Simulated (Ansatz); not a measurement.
```xyz
5

C     0.0000    0.0000   -1.0298
Cl    0.0000    0.0000    0.6035
H     0.0000   -0.9537   -1.3603
H    -0.8259    0.4768   -1.3603
H     0.8259    0.4768   -1.3603
```

Basis set: 6-31G* (spherical functions). Correlated methods keep 6 orbitals frozen. Charge 0, multiplicity 1.

Computed with Ansatz (development build ahead of 0.2.0); each method stands on the lowest determinant of its kind that the runs found. Restricted open shells among the atoms or ions are ROHF, correlated in semicanonical orbitals with singles.

Question: Give the atomization energy at this shape (free ground-state atoms in the same class of orbitals less the molecule, no zero-point energy) of singlet CH₃Cl by RHF-MP2, RHF.

Answer:

```json
{"method": "RHF-MP2", "atomization energy": "343.32 kcal/mol"}
{"method": "RHF", "atomization energy": "283.61 kcal/mol"}
```

Caution: no unrestricted run beside it, a lower state can exist; the shape is not the minimum.
